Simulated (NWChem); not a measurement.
System: AlHBrF; SMILES [F][AlH][Br]

Here is an NWChem input.

```
start job
memory heap 200 mb stack 900 mb global 1100 mb
geometry units angstroms
  Al    -0.529159    -1.107628     0.000708
  H     -2.041154    -1.516257     0.004379
  F      0.634605    -2.290313    -0.000329
  Br     0.153145     1.023818    -0.000398
end
basis spherical
  * library 6-31g*
end
dft
  xc b3lyp
  iterations 150
end
driver
  maxiter 120
end
task dft optimize
task dft freq
```

This build's default masses of Se (78.918 u) and Br (79.917 u) are each other's, which moves their modes by up to 0.6 %.

The level has its own optimisation; frequencies are unscaled.

Problem. Give the results of this calculation. (B3LYP/6-31G* (spherical d).) Quantities: r Al–H (Å); r Al–F (Å); r Al–Br (Å); highest harmonic frequency (cm⁻¹); lowest (cm⁻¹); zero-point energy (kcal/mol); dipole (D).

Solution. 
```yaml
r Al–H (Å): 1.569
r Al–F (Å): 1.652
r Al–Br (Å): 2.257
highest harmonic frequency (cm⁻¹): 2023
lowest (cm⁻¹): 188
zero-point energy (kcal/mol): 6.6
dipole (D): 1.22
```
